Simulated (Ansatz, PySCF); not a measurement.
HI, charge +1, doublet, at a GFN2-xTB geometry (a state made from the parent by changing its charge; the spin is typed, not shown lowest) (core potentials on I), atoms displaced at random by about 0.03 Å a coordinate. Base run: PySCF with HF/def2-TZVP, gradient.

Input for PySCF:
```python
from pyscf import gto, scf

mol = gto.M(
    atom='''
I     0.00814154   -0.00055485   -0.03910675
H    -0.00097396    0.00019276    1.62991934
''',
    basis='def2-tzvp',
    ecp={'I': 'def2-tzvp'},
    charge=1,
    spin=1,
    verbose=4,
)

mf = scf.UHF(mol)
mf.kernel()
g = mf.nuc_grad_method()
grad = g.kernel()
```

Programs used: Ansatz (a first-principles code), PySCF; a row that names a program was run with it.

The coordinate followed is z of atom 2.

The base run was repeated with changes; each row names its change, and settings that it needs were set with it.

```csv
change,dE/dx (Eh/bohr),net force (Eh/bohr)
base,0.018740,0.000000
density fitting = on,0.018709,0.000000
finite difference step (bohr) = 1e-4; conv_tol = 1e-11,0.018740,-
finite difference step (bohr) = 1e-5; conv_tol = 1e-11,0.018740,-
code = ansatz,0.018740,0.000000
conv_tol = 1e-4,0.018836,0.000000
conv_tol = 1e-11,0.018740,0.000000
finite difference step (bohr) = 0.05; conv_tol = 1e-11,0.018568,-
density fitting = on; auxbasis_response = off,0.018697,0.000005
finite difference step (bohr) = 1e-3; conv_tol = 1e-11,0.018740,-
finite difference step (bohr) = 0.2; conv_tol = 1e-11,0.015965,-
finite difference step (bohr) = 0.01; conv_tol = 1e-11,0.018733,-
```

The net force is zero for an exact gradient.

Open shells are given as the SCF converged; they aren't shown to be the lowest states, and a large step between rows can be another state.
